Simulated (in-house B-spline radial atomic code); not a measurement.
Radial electron density of Er3+, [Xe] 4f11. Level of theory: scalar-relativistic (X2C) LDA exchange-only, spin-polarised, spherical fractional occupations, Fermi nucleus of rms radius 5.2516 fm; calculated with a radial B-spline atomic code at the basis-set limit.

One-electron X2C: radii and densities carry no picture-change correction, so inner-shell <1/r> comes out high (for 1s by about 2 % at Z = 33, 5 % at 54, 10 % at 75, 30 % at 118) and <r> low.

Columns: r (bohr), 4πr²n(r) (electrons per bohr), bar.

```
0.000445    2.622 #
0.000548    3.553 #
0.000674    4.791 ##
 0.00083    6.448 ##
 0.00102    8.614 ###
 0.00126    11.53 ####
 0.00155    15.24 #####
  0.0019    19.88 #######
 0.00234    25.84 #########
 0.00288    33.14 ############
 0.00355     41.9 ###############
 0.00436    51.75 ###################
 0.00537     62.6 #######################
 0.00661    73.49 ##########################
 0.00813    83.24 ##############################
    0.01    90.44 #################################
  0.0123     93.7 ##################################
  0.0152    92.31 #################################
  0.0186    87.47 ################################
  0.0229    81.98 ##############################
  0.0282    80.71 #############################
  0.0347     87.6 ################################
  0.0428    102.3 #####################################
  0.0526    117.2 ##########################################
  0.0647    122.1 ############################################
  0.0797    112.2 ########################################
   0.098    96.96 ###################################
   0.121    93.04 ##################################
   0.148    103.3 #####################################
   0.183    108.8 #######################################
   0.225    90.43 #################################
   0.277    61.34 ######################
    0.34    49.92 ##################
   0.419    56.99 #####################
   0.516    58.26 #####################
   0.634    44.26 ################
   0.781    27.33 ##########
   0.961     17.6 ######
    1.18    12.86 #####
    1.45     8.69 ###
    1.79    4.504 ##
     2.2    1.702 #
    2.71    0.431 
    3.34    0.069 
     4.1 0.006898 
    5.05 0.000377
```

On this grid the curve has 4 maxima, near 0.0123, 0.0647, 0.183, 0.516 bohr.

The 5p down radial function P(r) = rR(r), positive near the nucleus:

```tsv
r (bohr)	P
0.00083	0.00121
0.00126	0.002283
0.0019	0.004333
0.00288	0.008374
0.00436	0.01617
0.00661	0.03095
0.01	0.05746
0.0152	0.1018
0.0229	0.1627
0.0347	0.2218
0.0526	0.2167
0.0797	0.06036
0.121	-0.2216
0.183	-0.3068
0.277	0.1022
0.419	0.4901
0.634	0.03814
0.961	-0.7733
1.45	-0.9152
2.2	-0.4588
3.34	-0.09401
5.05	-0.00588
```
